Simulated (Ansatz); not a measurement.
This geometry of ClH5HfO3Si + H2 (13 atoms, charge 0, multiplicity 1) is a first-order saddle point.

The calculation used RKS PBE/def2-SVP (Ansatz).

```xyz
13
Properties=species:S:1:pos:R:3
Hf 0.023 0.282 -0.049
O -0.022 0.126 2.188
Si -0.925 -0.535 3.473
H -0.954 -2.020 3.277
H -0.246 -0.191 4.768
H -2.320 0.022 3.473
O 1.682 -0.662 -0.305
H 2.323 -1.266 -0.704
Cl -0.151 1.608 -2.029
O -1.624 -0.736 -0.149
H -2.289 -1.240 -0.639
H 0.109 1.979 0.994
H 0.032 1.198 1.931
```

Task: Which two structures does it join? (They come from a converged band through this point; their orientation in space is the band's.)

Result: Bonds broken: H12–H13. Bonds formed: Hf1–H12, O2–H13. ClH5HfO3Si + H2 becomes ClH7HfO3Si.

First end point:

```xyz
13
Properties=species:S:1:pos:R:3
Hf -0.339 -0.416 -0.069
O -0.882 -0.409 1.810
Si -1.266 -0.392 3.440
H -2.460 -1.271 3.695
H -0.102 -0.904 4.246
H -1.584 1.012 3.875
O 1.564 -0.682 -0.180
H 2.502 -0.900 -0.237
Cl -0.929 1.673 -1.079
O -1.279 -1.832 -0.972
H -1.625 -2.620 -1.408
H 0.800 2.711 1.243
H 1.237 2.597 1.867
```

Last end point:

```xyz
13
Properties=species:S:1:pos:R:3
Hf 0.134 0.401 -0.076
O 0.169 0.279 2.168
Si -1.227 -0.544 2.913
H -1.271 -2.040 2.802
H -0.715 -0.322 4.334
H -2.550 0.161 2.920
O 1.897 -0.332 -0.318
H 2.604 -0.968 -0.493
Cl -0.828 0.610 -2.246
O -1.481 -0.565 0.767
H -2.242 -1.029 0.380
H 0.370 2.211 0.283
H 0.780 0.704 2.798
```

Task: How far does it lie above each of them?

Result: 29.8 kcal/mol above the first and 2.6 kcal/mol above the second. This is the barrier of this one path; another mechanism may lie lower. The orbitals stay closed-shell, which can raise the energy where a bond breaks towards radicals; this wasn't checked here.

The run took 4.1 min on 4 threads of Intel(R) Xeon(R) 6975P-C (Granite Rapids) (shared host), peak memory 0.25 GiB.
